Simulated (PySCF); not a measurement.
# Nb: excitation energy

Nb [Kr] 4d4 5s1 (6D) → Nb [Kr] 4d3 5s1 5p1 (high-spin determinant), as a difference of total energies. All numbers are calculated (PySCF 2.14, scalar relativity by spin-free X2C-1e, in ANO-RCC-VTZP (7s6p4d2f1g, 68 functions)). Correlated levels: valence: [Kr] frozen; valence and next inner shell: [Ar] 3d10 frozen. The calculations carry no spin-orbit coupling.

```json
{"method": "UHF", "excitation energy (cm⁻¹)": "12214"}
{"method": "LDA", "excitation energy (cm⁻¹)": "23497"}
{"method": "PBE", "excitation energy (cm⁻¹)": "22699"}
{"method": "PBE0", "excitation energy (cm⁻¹)": "21120"}
{"method": "r2SCAN", "excitation energy (cm⁻¹)": "21120"}
{"method": "B3LYP", "excitation energy (cm⁻¹)": "20973"}
{"method": "M06-2X", "excitation energy (cm⁻¹)": "19408"}
{"method": "M06-L", "excitation energy (cm⁻¹)": "21282"}
{"method": "MP2 (valence)", "excitation energy (cm⁻¹)": "16457"}
{"method": "SCS-MP2 (valence)", "excitation energy (cm⁻¹)": "13628"}
{"method": "MP2 (valence and next inner shell)", "excitation energy (cm⁻¹)": "19520"}
{"method": "SCS-MP2 (valence and next inner shell)", "excitation energy (cm⁻¹)": "16624"}
```

A first-order spin-orbit estimate (lowest level to lowest level, LS coupling) adds -0.101 eV.

The basis was made for the ground configuration and has no added diffuse functions, so the excitation energy can come out too high.

The determinant of the upper state mixes LS terms, which raises its energy above the lowest term, most at the Hartree-Fock and MP2 levels.
